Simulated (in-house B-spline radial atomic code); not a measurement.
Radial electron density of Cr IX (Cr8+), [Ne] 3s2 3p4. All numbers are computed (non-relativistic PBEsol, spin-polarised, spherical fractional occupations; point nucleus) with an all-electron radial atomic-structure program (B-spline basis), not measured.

Columns: r (bohr), 4πr²n(r) (electrons per bohr), bar.

```
 0.00281   0.8092 #
 0.00334    1.114 ##
 0.00398    1.535 ##
 0.00473    2.091 ###
 0.00563    2.837 ####
  0.0067    3.817 #####
 0.00797    5.082 #######
 0.00948    6.688 #########
  0.0113     8.71 ############
  0.0134    11.08 ################
   0.016    13.95 ####################
   0.019    17.05 ########################
  0.0226    20.34 #############################
  0.0269    23.52 #################################
   0.032    26.21 #####################################
   0.038       28 ########################################
  0.0452     28.6 #########################################
  0.0538    27.84 #######################################
   0.064    25.98 #####################################
  0.0761    23.72 ##################################
  0.0906    22.07 ###############################
   0.108    22.06 ###############################
   0.128    24.02 ##################################
   0.152    27.33 #######################################
   0.181    30.39 ###########################################
   0.216    31.03 ############################################
   0.257    27.97 ########################################
   0.305     21.9 ###############################
   0.363    14.93 #####################
   0.432    9.915 ##############
   0.514    8.209 ############
   0.612    8.806 ############
   0.728    9.337 #############
   0.866    8.156 ############
    1.03    5.499 ########
    1.23    2.715 ####
    1.46   0.9951 #
    1.73   0.2603 
    2.06  0.04303 
    2.45 0.004384 
    2.92 0.0002417
```

On this grid the curve has 3 maxima, near 0.0452, 0.216, 0.728 bohr.

The 3p up radial function P(r) = rR(r), positive near the nucleus:

```csv
r (bohr),P
0.00281,0.001369
0.00398,0.002708
0.00563,0.005313
0.00797,0.01035
0.0113,0.02
0.016,0.03791
0.0226,0.06991
0.032,0.1254
0.0452,0.2139
0.064,0.3434
0.0906,0.5016
0.128,0.6358
0.181,0.6385
0.257,0.3697
0.363,-0.2018
0.514,-0.8733
0.728,-1.21
1.03,-0.9547
1.46,-0.4171
2.06,-0.08974
2.92,-0.006957
```
